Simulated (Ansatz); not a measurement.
`NBBr` + `CF` → `NBCF` + HBr  (formal exchange of groups at a B–Br bond)

Computed with Ansatz on PBE0-D4/def2-TZVP structures; ΔE is electronic, products minus reactants. CCSD(T)/CBS adds triple-zeta CCSD(T) − MP2 to the extrapolated MP2 energy (def2 sets, frozen cores). This one scheme is used for every species. Functionals use def2-TZVPP. For Br outer-core shells are correlated without core-valence functions, which leaves a few kJ/mol of doubt a bond. Scalar relativity is left out up to krypton. Each species was taken in one conformer, which may not be the lowest.

CCSD(T)/CBS gives +77.5 kJ/mol.

(1) Another level gave +73.0 kJ/mol. Which?
A. r2SCAN0-D4/def2-TZVPP
B. LDA (SPW92)/def2-TZVPP
C. B97M-V/def2-TZVPP
D. SCS-MP2/def2-TZVPP

(2) What do rigid-rotor, harmonic-oscillator terms from PBE0-D4/def2-TZVP frequencies (298.15 K, 1 bar) make of the CCSD(T)/CBS value? (Estimate.)

Largest T1 diagnostic among the species: 0.012.

Results:

(1) C. B97M-V 73.0, LDA (SPW92) 63.8, r2SCAN0-D4 77.0, SCS-MP2/def2-TZVPP 81.6 kJ/mol.

(2) Computed: ΔZPE = -9.7 kJ/mol, ΔH = +68.9 kJ/mol, ΔS = -14 J/(mol·K), ΔG = +73.0 kJ/mol.

At CCSD(T), def2-SVP lies −5.3 kJ/mol from the extrapolated value and def2-TZVPP −1.2 kJ/mol. From BLYP to BHLYP (50 % exact exchange), in def2-TZVPP and without D4, ΔE moves by +4.0 kJ/mol. Leaving LDA and LC-ωPBE aside and taking each functional with its dispersion term where it has one, the values, not all of them listed here, spread over 10.4 kJ/mol, from CAM-B3LYP-D4 to PBE-QIDH. LDA lies −8.7 kJ/mol from PBE without D4.
